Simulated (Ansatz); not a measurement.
Stepwise reaction of `BC(C)C` with water, as a gas-phase model of exchange steps in deposition or etching. ΔE in kJ/mol.

Isolated molecules relaxed with PBE0-D4/def2-TZVP in Ansatz; ΔE leaves out vibrations. CBS: MP2 limit from def2 TZ/QZ plus the TZ coupled-cluster correction, frozen cores. This one scheme is used for every species. DFT in def2-TZVPP. B3LYP here is the variant with VWN-RPA as its local correlation; programs differ in this. One conformer a species, not always the lowest.

```csv
step,reaction,PBE-D4,B3LYP-D4,ωB97M-V,CCSD(T)/CBS
2,`CC(C)BO` + H₂O → `CC(C)B(O)O` + H₂,-117.5,-119.5,-120.9,-115.1
```

(1) Give the row of step 1, `BC(C)C` + H₂O → `CC(C)BO` + H₂. (Estimate.)

(2) By hand: ΔE of the 2 steps together at CCSD(T)/CBS.

Answers

(1) Computed: 
```
step                         reaction  PBE-D4  B3LYP-D4  ωB97M-V  CCSD(T)/CBS
   1  `BC(C)C` + H₂O → `CC(C)BO` + H₂  -130.2    -128.6   -127.9       -123.5
```

(2) (-123.5) + (-115.1) = -238.6 kJ/mol, or -119.3 kJ/mol a step.

In ΔE each step is higher than the one before. All are downhill at CCSD(T)/CBS. PBE-D4 differs from CCSD(T)/CBS by -6.7 to -2.4 kJ/mol a step. Isolated molecules leave out the surface, adducts and barriers. Largest T1 diagnostic: 0.011.
